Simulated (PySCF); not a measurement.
## Worked example: refractive index and permittivity of the vapour

C3H8N, SMILES CC[N]C, multiplicity 2.

Coordinates come from a TPSSh-D3(BJ)/def2-SVP optimisation. The isomer is the one that the SMILES or the coordinates give; other isomers of the formula were not compared. The values are those of a single conformer.

CAM-B3LYP/def2-TZVP (PySCF) gives a mean static polarisability of 46.9 bohr³ and a dipole moment of 1.68 D. Take an ideal gas at 298.15 K and 0.01 bar, whether or not the substance is that volatile.

Work out n − 1 in the optical limit and the static ε − 1.


Polarisability volume α' = 46.9 × 0.148185 = 6.95 Å³. Number density N = p/kT = 2.43e-7 Å⁻³.
Dilute limit of Lorentz–Lorenz: n − 1 = 2π N α' = 1.1e-5.
Orientation term of Debye: μ²/(3kT) = 8.098 Å³ × μ²(D²) = 22.86 Å³.
ε − 1 = 4π N (α' + μ²/3kT) = 9.1e-5. Orientation of the dipole supplies 77 % of the static response; it can't follow optical fields. Vibrational polarisation and dispersion are left out.
